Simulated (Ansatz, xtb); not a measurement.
**Loss of C2H6: C2H6OSi → SiO + C2H6**

Species: C2H6OSi `C=C[SiH2]O`, singlet; SiO, singlet; C2H6 (ethane) `CC`, singlet. 

Shapes, held fixed at every level: PBE0-D4/def2-TZVP. Flexible molecules stand in one conformer, not always the lowest. Programs: Ansatz 0.2.0, xtb 6.7.1. The zero-point and thermal change to 298 K, harmonic and unscaled (PBE0-D4/def2-TZVP), is +12.7 kJ/mol.

| level | kind | ΔH(298 K) (kJ/mol) | less CCSD(T)/CBS estimate |
| --- | --- | --- | --- |
| GFN2-xTB | semi-empirical | -21.1 | -76.9 |
| SPW92/def2-TZVPP | LDA | +67.8 | +12.0 |
| r2SCAN-D4/def2-TZVPP | meta-GGA | +66.2 | +10.4 |
| B3LYP-D4/def2-TZVPP | global hybrid | +52.1 | -3.7 |
| BHLYP-D4/def2-TZVPP | global hybrid | +75.8 | +20.0 |
| wB97X-V/def2-TZVPP | range-separated hybrid | +62.6 | +6.8 |
| CCSD(T)/def2-SVP | coupled cluster or CI | +23.3 | -32.5 |
| CCSD/def2-SVP | coupled cluster or CI | +29.9 | -25.9 |
| CCSD(T)/CBS estimate | coupled cluster or CI | +55.8 | 0.0 |

The highest level, CCSD(T)/CBS estimate, gives ΔH(298 K) = +55.8 kJ/mol; the levels span -21.1 to +75.8. They disagree on the sign: 8 of 9 are positive. GFN2-xTB strays far from the other rows. The column of differences is taken from that level and isn't an error. No measured value is set beside it here. T1 is large for SiO, so single-reference values are less sure there. The CBS estimate extrapolates MP2 from def2-TZVPP and def2-QZVPP and adds CCSD(T) − MP2 in the triple-zeta set, cores frozen.
